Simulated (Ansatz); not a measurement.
Tuning the range parameter of LC-ωPBE so that −HOMO meets the ionisation energy; basis def2-SVP, Ansatz. System: Hg₅Te₅H₁₈. Total charge 0; singlet. Geometry: PBE-D4/def2-SVP. The ionised state is a doublet.

Geometry of the singlet:

| atom | x (Å) | y (Å) | z (Å) |
| --- | --- | --- | --- |
| Hg1 | 1.8533 | -1.9754 | 3.8472 |
| Hg2 | 1.5445 | 5.5959 | 2.3906 |
| Hg3 | -0.8297 | -4.0941 | 2.0845 |
| Hg4 | -3.8452 | -2.0679 | -4.5120 |
| Hg5 | 1.6274 | 0.1405 | -1.4296 |
| Te6 | 0.3058 | -0.9031 | 0.7392 |
| Te7 | 0.9343 | 3.3586 | -0.4488 |
| Te8 | 1.8447 | 1.7372 | 2.8397 |
| Te9 | -1.2852 | 0.2392 | -3.2699 |
| Te10 | -1.5230 | -3.1375 | -1.5772 |
| H11 | 0.3387 | -2.0388 | 4.5543 |
| H12 | 3.3781 | -1.9429 | 3.1650 |
| H13 | 0.0758 | 5.1956 | 3.0769 |
| H14 | 3.0208 | 6.0242 | 1.7445 |
| H15 | -2.4529 | -3.7885 | 2.3110 |
| H16 | 0.7988 | -4.4328 | 1.8874 |
| H17 | -4.7998 | -1.7956 | -3.1691 |
| H18 | -2.9266 | -2.3729 | -5.8699 |
| H19 | 2.6878 | 0.4990 | -2.6553 |
| H20 | -0.9517 | 0.2074 | 0.6173 |
| H21 | -0.5478 | 2.8888 | 0.1824 |
| H22 | 0.1471 | 3.8602 | -1.8683 |
| H23 | 2.8464 | 2.8417 | 3.6566 |
| H24 | 3.1944 | 1.1254 | 2.0516 |
| H25 | -2.1739 | 0.5585 | -1.8828 |
| H26 | -1.2878 | 1.8995 | -3.6298 |
| H27 | -2.0382 | -4.2408 | -2.7653 |
| H28 | 0.0638 | -3.3815 | -2.0700 |

In the def2 sets Hg, Te take a core potential; there is no spin–orbit coupling. In the singlet geometry the species has come apart into loosely held pieces. In the doublet geometry the species has come apart into loosely held pieces.

| ω (1/bohr) | HOMO (eV) | LUMO (eV) | vertical IE (eV) | HOMO + IE (eV) |
| --- | --- | --- | --- | --- |
| 0.1 | -7.04 | -1.11 | 7.56 | 0.53 |
| 0.15 | -7.53 | -0.65 | 7.76 | 0.23 |
| 0.2 | -7.93 | -0.31 | 7.92 | 0.00 |
| 0.3 | -8.53 | 0.07 | 8.10 | -0.43 |

(1) Where does the tuning condition hold?

Answers

(1) Near ω = 0.20 bohr⁻¹, by linear interpolation.
